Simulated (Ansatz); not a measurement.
Input file for Ansatz (an electronic-structure program): R-CCSD(T)/cc-pVTZ on BH3Se (SMILES B[SeH]), a point of a torsion scan. The run froze 15 orbitals, filled d shells among them.

Ansatz 0.2 input:
```yaml
crystal:
  periodic: [false, false, false]
  atoms:
    - {symbol: B, position_ang: [-0.63355179, -0.01048638, 0.07195055]}
    - {symbol: Se, position_ang: [1.08645060, -0.65307159, 0.40927104]}
    - {symbol: H, position_ang: [-1.44267844, -0.78995567, -0.24735631]}
    - {symbol: H, position_ang: [-0.88252257, 1.12406474, 0.17849870]}
    - {symbol: H, position_ang: [1.75851807, 0.57819236, 0.76139887]}
basis:
  gaussian:
    orbitals: cc-pVTZ
magnetization: {spin_polarized: false}
correlation: {method: ccsd_t, electrons: outside_noble_gas}
scf: {lower_state_search: off}
```

**Question.** What total energy does the run end on?

**Answer.** -2426.6394 hartree (reference determinant -2426.3318, T1 diagnostic 0.016).
